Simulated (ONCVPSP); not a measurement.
# Transferability test, ONCV potential for P

* Element: P
* Generator: ONCVPSP 4.0.1
* Type: optimised norm-conserving Vanderbilt (ONCV)
* Functional: PBE
* Relativity: scalar-relativistic
* Frozen core: [He]
* Valence charge: 13
* Reference configuration: 2s2 2p6 3s2 3p3
* Partial waves: 2s+3s: rc 1.00 bohr, ncon 4, nbas 9, qcut 14.8 1/bohr, 2 projectors; 2p+3p: rc 0.75 bohr, ncon 4, nbas 9, qcut 21.3 1/bohr, 2 projectors; d scattering state at 0.04 Ha: rc 1.00 bohr, ncon 4, nbas 7, qcut 9.3 1/bohr, 2 projectors, debl 3 Ha
* Local potential: polynomial inside 0.75 bohr (lpopt 5, dvloc0 1 Ha)
* Core correction: Teter function, fcfact 5, rcfact 1.4

Energies are relative to the spin-unpolarised reference configuration 2s2 2p6 3s2 3p3; without spin polarisation the order of configurations can differ from experiment.

**Question.** Give the all-electron excitation energy and the error of the potential for: 2s2 2p6 3s2 3p2; 2s2 2p6 3s2 3p1; 2s2 2p6 3s2 3p0; 2s2 2p6 3s1 3p0.

**Answer.**

| valence configuration | charge | ΔE all-electron (eV) | error AE − PS (meV) |
| --- | --- | --- | --- |
| 2s2 2p6 3s2 3p2 | +1 | 9.730 | +0.6 |
| 2s2 2p6 3s2 3p1 | +2 | 28.877 | +2.5 |
| 2s2 2p6 3s2 3p0 | +3 | 58.616 | +8.1 |
| 2s2 2p6 3s1 3p0 | +4 | 110.621 | +4.4 |

Levels in the configuration 2s2 2p6 3s2 3p0:

```json
{"level": "2s", "all-electron (eV)": "-212.394", "pseudo (eV)": "-212.409"}
{"level": "2p", "all-electron (eV)": "-163.022", "pseudo (eV)": "-162.934"}
{"level": "3s", "all-electron (eV)": "-45.613", "pseudo (eV)": "-45.612"}
```
